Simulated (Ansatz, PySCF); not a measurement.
This PySCF input computes a B3LYP/def2-TZVPD energy:

```python
from pyscf import gto, scf, dft

mol = gto.M(
    atom='''
    Si   -0.00000000   -0.00000000   -1.16885582
    S     0.00000000    0.00000000    1.02274885
    ''',
    basis='def2-tzvpd',
    charge=0,
    spin=2,
    symmetry='C2v',
    verbose=4,
)

mf = dft.UKS(mol, xc='b3lyp').density_fit(auxbasis='def2-universal-jkfit')
mf.grids.level = 3
mf.conv_tol = 1e-9
mf.max_cycle = 100
mf.max_memory = 1500
mf.kernel()
if not mf.converged:
    mf = mf.newton()
    mf.kernel(mf.make_rdm1())
mf.analyze()
```

### Question
Write an input for the same energy in Ansatz (a quantum-chemistry and plane-wave program) and say what it gives.

### Answer

Ansatz 0.2 input:
```yaml
crystal:
  periodic: [false, false, false]
  atoms:
    - {symbol: Si, position_ang: [-0.00000000, -0.00000000, -1.16885582]}
    - {symbol: S, position_ang: [0.00000000, 0.00000000, 1.02274885]}
basis:
  gaussian:
    orbitals: def2-TZVPD
hamiltonian:
  xc: {name: B3LYP}
magnetization: {spin_polarized: true, initial_magnetization: 2}
output: {forces: true}
```
It gives -687.64284 Eh, and PySCF -687.62312 Eh, a difference of 19.72 mEh. That is more than fitting and grids explain: the two runs ended on different electronic states or use different definitions.

This is an excited triplet: at this geometry the singlet lies 2.49 eV lower at CCSD(T)/CBS(aug-cc-pV(T+d)Z,aug-cc-pV(Q+d)Z).
